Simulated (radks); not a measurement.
Nb, 41 electrons, occupied as [Kr] 4d4 6d1 (not the ground configuration).

Method: scalar-relativistic Kohn-Sham, r2SCAN, spin-polarised, spherical densities, finite nucleus; open shells are filled with parallel spins first (spin-orbit coupling, left out, can overturn this in heavy ions); meta-GGA in the generalised Kohn-Sham scheme; Fermi nuclear charge, rms radius 4.324 fm; computed with a radial shooting solver on a logarithmic mesh with Libxc functionals.

Energy parts (eV):
part                       energy
total                 -103948.547
kinetic                107030.691
electron-nucleus      -250253.334
Hartree                 42516.646
exchange-correlation    -3242.550

Orbitals (lengths in bohr, moments of r in powers of bohr; <r^-3> diverges for s and p1/2; r(max) is where P^2 peaks; r(90%) holds 90 % of the orbital's charge):
orbital  occ.  eigenvalue (eV)  r(90%)   r(max)      <r^4>   <r^-3>
1s up       1        -18854.77  0.0647  0.02349  8.005e-06        -
1s down     1        -18854.80  0.0647  0.02349  8.005e-06        -
2s up       1        -2652.851   0.244   0.1331   0.001493        -
2s down     1        -2652.360   0.244   0.1331   0.001492        -
2p up       3        -2366.663   0.224   0.1065   0.001073     2347
2p down     3        -2366.319   0.224   0.1065   0.001073     2347
3s up       1        -451.3413   0.653   0.3949    0.07793        -
3s down     1        -451.1849   0.653   0.3950    0.07794        -
3p up       3        -356.8779   0.673   0.3890    0.08723    385.1
3p down     3        -356.6760   0.673   0.3891    0.08716    384.6
3d up       5        -203.0205   0.693   0.3355     0.1006    50.41
3d down     5        -202.6276   0.693   0.3357     0.1001    50.37
4s up       1         -65.4751    1.71    1.039      3.700        -
4s down     1         -62.9914    1.69    1.030      3.541        -
4p up       3         -41.1781    1.96    1.131      6.345    49.87
4p down     3         -38.2263    1.93    1.120      5.946    52.21
4d up       4          -8.5590    3.26    1.497      50.64    3.040
6d up       1          -0.5188    29.0    21.41     317300  0.03640

The highest occupied level is 6d up at -0.519 eV. Spin moment in Bohr magnetons: 5. The density falls to 0.001 e/bohr^3 at r = 4.04 bohr.
